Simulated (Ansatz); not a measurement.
Input file for C2H9BOSi (`B[SiH2]COC`):

```yaml
crystal:
  periodic: [false, false, false]
  atoms:
    - {symbol: B, position_ang: [-0.456908, 0.906818, 2.796062]}
    - {symbol: Si, position_ang: [-1.088882, 0.181869, 1.031470]}
    - {symbol: C, position_ang: [0.310423, -0.029160, -0.222203]}
    - {symbol: O, position_ang: [-0.199060, -0.538657, -1.429956]}
    - {symbol: C, position_ang: [0.795398, -0.717827, -2.401104]}
    - {symbol: H, position_ang: [0.686092, 1.174819, 3.029290]}
    - {symbol: H, position_ang: [-1.246404, 1.088599, 3.676573]}
    - {symbol: H, position_ang: [-2.119199, 1.108065, 0.476462]}
    - {symbol: H, position_ang: [-1.749057, -1.135782, 1.267066]}
    - {symbol: H, position_ang: [1.078951, -0.700909, 0.196137]}
    - {symbol: H, position_ang: [0.808278, 0.942045, -0.382806]}
    - {symbol: H, position_ang: [0.315435, -1.112338, -3.297363]}
    - {symbol: H, position_ang: [1.562170, -1.428808, -2.062707]}
    - {symbol: H, position_ang: [1.289864, 0.232166, -2.648020]}
basis:
  gaussian: {orbitals: def2-TZVPP}
correlation: {method: ccsd_t}
```

```sh
$ ansatz run in.yaml --threads 4 --pin off --events-out ev --progress --plain --max-ram 10444MiB
```

Log, shortened:

```
Functional definition: HF
1700 factors; integrals over basis functions are off by at most 1.1e-3 eV
mean field evaluation 1: about -12771.7072 eV, gradient 3.1e1 eV
mean field evaluation 2: about -12771.9945 eV, gradient 3.1e1 eV
mean field evaluation 4: about -12775.0276 eV, gradient 5.3e0 eV
mean field evaluation 8: about -12775.1033 eV, gradient 2.5e-1 eV
mean field -12775.10366898 eV, -469.4764005586 hartree, gradient 2.8e-6 eV, S^2 0.000000; 0 other end points of the search recorded, 0 dependent functions left out
9 core orbitals not correlated: weight in the atoms' cores, before any rotation towards them, 1.000 or more for the frozen orbitals, at most 0.000 for the correlated occupied ones
reference -12775.10366898 eV, -469.4764005586 hartree; 15, 15 occupied and 268, 268 virtual orbitals, 1700 factors
second order -22.02830063 eV of doubles, -0.00000000 eV of singles
cycle   1  -22.99514552 eV  change   -9.7e-1 eV  update   1.0e-1
cycle   2  -23.62033396 eV  change   -6.3e-1 eV  update   3.1e-2
cycle   3  -23.73647332 eV  change   -1.2e-1 eV  update   1.5e-2
cycle   4  -23.72828839 eV  change    8.2e-3 eV  update   4.1e-3
cycle   5  -23.72677221 eV  change    1.5e-3 eV  update   2.1e-3
cycle   6  -23.72713206 eV  change   -3.6e-4 eV  update   7.5e-4
cycle   7  -23.72682999 eV  change    3.0e-4 eV  update   3.6e-4
cycle   8  -23.72671726 eV  change    1.1e-4 eV  update   1.2e-4
cycle   9  -23.72675006 eV  change   -3.3e-5 eV  update   5.6e-5
cycle  10  -23.72678175 eV  change   -3.2e-5 eV  update   2.1e-5
perturbative correction -0.86395366 eV, -0.0317497116 hartree
Total energy: -12799.69440440 eV, -470.3800934171 hartree
```

Hardware: 4 threads of an Arm Neoverse V1 on a shared host. Wall time 4.7 min, peak host memory 9.1 GiB.

MP2 recovers 89.6 % of the CCSD(T) correlation energy and the triples give 3.5 %; T1 = 0.0114.
